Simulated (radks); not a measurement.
The numbers below are computed, except where a source is named.
Q: Coherent X-ray form factor from a spherical all-electron density. Code: a radial shooting solver on a logarithmic mesh with Libxc functionals. Model: scalar-relativistic Kohn-Sham, PBEsol, spin-unpolarised, spherical densities, point nucleus.

| sin(theta)/lambda (1/angstrom) | f0 (electrons) |
|---|---|
| 0.05 | 31.466 |
| 0.1 | 30.060 |
| 0.15 | 28.204 |
| 0.2 | 26.265 |
| 0.25 | 24.425 |
| 0.3 | 22.728 |
| 0.4 | 19.670 |
| 0.5 | 16.931 |
| 0.6 | 14.502 |
| 0.8 | 10.753 |
| 1 | 8.419 |
| 1.25 | 6.821 |
| 1.5 | 5.913 |
| 2 | 4.605 |

The species is in the configuration that NIST lists as its ground one. Which atom or ion scatters so?

A: The arsenic ion As+, [Ar] 3d10 4s2 4p2. Extrapolating in s^2 from the first two rows gives f0(0) = 31.9, near the electron count 32; among species with that count, the fall with angle is slower the higher Z, and the table is that of Z = 33; from so few rows the species is fixed only to a neighbour or two.
